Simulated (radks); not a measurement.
Values are calculated unless marked as measured or tabulated.
Question: Ionisation of Mg, [Ne] 3s2, to Mg+, [Ne] 3s1, under several functionals. Dirac Kohn-Sham, spin-unpolarised, spherical densities, point nucleus; a radial shooting solver on a logarithmic mesh with Libxc functionals. The NIST Atomic Spectra Database gives 7.646 eV (measured). Rank these functionals by the error of their Delta-SCF ionisation energy: exchange-only PBE; SOGGA; HCTH/407; B86b exchange with PBE correlation; PBEsol.

Answer: From best to worst: SOGGA 7.829 eV (+0.183); PBEsol 7.921 eV (+0.274); exchange-only PBE 7.342 eV (-0.304); HCTH/407 7.966 eV (+0.320); B86b exchange with PBE correlation 7.988 eV (+0.342). Spin polarisation and multiplet splitting are left out, so open shells lie too high by an amount that depends on their filling.

Beside tabulated values, note that spin-unpolarised runs miss the spin-polarisation part of the exchange energy of open shells.
